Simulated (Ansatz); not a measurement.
Geometry optimisation, Ansatz, RKS revPBE-D4/STO-3G.

The input (input.yaml):

```yaml
crystal:
  periodic: [false, false, false]
  atoms:
    - { symbol: Si, position_ang: [0.0, 0.0, 0.0] }
    - { symbol: "N", position_ang: [0.0, 0.0, 1.82] }
    - { symbol: H, position_ang: [-0.877, -0.2713, 2.35] }
    - { symbol: H, position_ang: [0.877, 0.2713, 2.35] }
    - { symbol: "N", position_ang: [1.7163, 0.0, -0.6061] }
    - { symbol: H, position_ang: [2.2145, -0.918, -0.7868] }
    - { symbol: H, position_ang: [2.2175, 0.918, -0.7783] }
    - { symbol: O, position_ang: [-0.7913, 1.3709, -0.5594] }
    - { symbol: Si, position_ang: [-2.4002, 1.4263, -1.0396] }
    - { symbol: H, position_ang: [-3.2124, 0.6421, -0.1138] }
    - { symbol: H, position_ang: [-2.862, 2.8114, -1.0378] }
    - { symbol: H, position_ang: [-2.5267, 0.8736, -2.385] }
    - { symbol: Cl, position_ang: [-1.0032, -1.7381, -0.7093] }
basis:
  gaussian: { orbitals: STO-3G }
hamiltonian:
  xc: revpbe
  dispersion: d4
relax:
  f_tol: 0.02
  max_steps: 40
output:
  orbitals: {}
```

Command:

```bash
$ ansatz run input.yaml --threads 1 --pin off --max-ram 2048MiB --backend cpu --events-out ev --progress --plain --runs-dir out
```

**Question.** Where does it end, and by what steps?

**Answer.** It converged. The force dipped under the threshold on the way, but the program's further checks kept it going. Limits of this set-up: minimal basis. After 37 steps the energy has fallen by 0.896 eV; H10 moved furthest, 1.96 Å.

```csv
step,energy less start (eV),largest force component (eV/Å),accepted
0,0.0000,2.558,yes
2,-0.5871,1.585,yes
4,-0.8069,1.024,yes
6,-0.8474,0.569,no
8,-0.8721,0.068,yes
10,-0.8767,0.061,yes
12,-0.8787,0.065,yes
14,-0.8801,0.074,yes
16,-0.8815,0.070,yes
18,-0.8825,0.076,yes
20,-0.8838,0.122,yes
22,-0.8854,0.018,yes
24,-0.8852,0.238,no
26,-0.8870,0.022,yes
28,-0.8883,0.126,yes
30,-0.8914,0.077,yes
32,-0.8935,0.061,yes
34,-0.8952,0.026,yes
36,-0.8956,0.022,yes
37,-0.8957,0.020,yes
```

```xyz
13
Properties=species:S:1:pos:R:3
Si 0.095 0.011 -0.224
N -0.600 -0.143 1.405
H -1.118 -1.064 1.497
H 0.187 -0.222 2.113
N 1.817 0.431 -0.127
H 2.400 -0.454 -0.055
H 2.119 0.844 -1.059
O -0.631 1.260 -1.090
Si -2.300 1.562 -0.730
H -2.446 2.338 0.502
H -2.786 2.352 -1.855
H -3.084 0.331 -0.616
Cl -0.299 -1.859 -1.256
```

Whether the end is a true minimum wasn't checked by a vibrational analysis.

The run took 2.6 min on 1 thread of Arm Neoverse V1, with other jobs on the host, peak memory 0.16 GiB.
